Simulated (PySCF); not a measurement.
Spinor energies of Hg⁶⁵⁺ (mercury, charge +65)

Start: [Ne] 3s2 3p3; 3p1/2 filled at m_j = -1/2, +1/2; 3p3/2 filled at m_j = +3/2. Calculated with PySCF 2.14 in an uncontracted even-tempered set (17 s from 22 bohr⁻², ratio 2.4; 14 p from 29 bohr⁻², ratio 2.4; 4 d from 97 bohr⁻², ratio 2.6; 4 f from 150 bohr⁻², ratio 2.6): generalised Hartree-Fock with the X2C-1e Hamiltonian and a Gaussian nucleus; one run each with spin-orbit coupling (SO) switched off, then screened by Boettger's factors.

| spinor shell | electrons | ε, spin-free (eV) | ε, screened SO (eV) | weight of nominal j (screened SO) | rms radius, screened SO (bohr) |
| --- | --- | --- | --- | --- | --- |
| 1s1/2 | 2 | -89068.2 | -89021.5 | 1.000 | 0.0187 |
| 2s1/2 | 2 | -20216.9 | -20198.3 | 1.000 | 0.0746 |
| 2p1/2 | 2 | -18193.1 | -19629.9 | 1.000 | 0.0630 |
| 3s1/2 | 2 | -8084.1 | -8077.0 | 1.000 | 0.180 |
| 3p1/2 | 2 | -7521.2 | -7873.8 | 1.000 | 0.170 |
| 3p3/2 | 1 | -7521.2 | -7351.6 | 1.000 | 0.182 |

Question: Where does 2p3/2 lie, and what is the 2p spin-orbit splitting (screened SO)?

Answer: At -17619.5 eV, 2010.4 eV above 2p1/2.

```csv
quantity,spin-free,screened SO
E (hartree),-14622.76247,-14669.15442
M_J,3/2,3/2
⟨J²⟩,3.750,3.750
⟨L²⟩,0.000,2.630
⟨S²⟩,3.750,1.494
```

Each row is a mean over spinors that exchange with the open shell spreads, by up to 32.735 eV (3s1/2).

Breit and QED terms are absent; they matter most for the inner s and p1/2 levels.

Densities and radii are taken from the X2C orbitals without a picture-change correction, which distorts them close to the nucleus.

Without spin-orbit coupling the j labels of p, d and f shells carry no meaning; the spin-free column gives the mean over the occupied spinors of each nl shell.
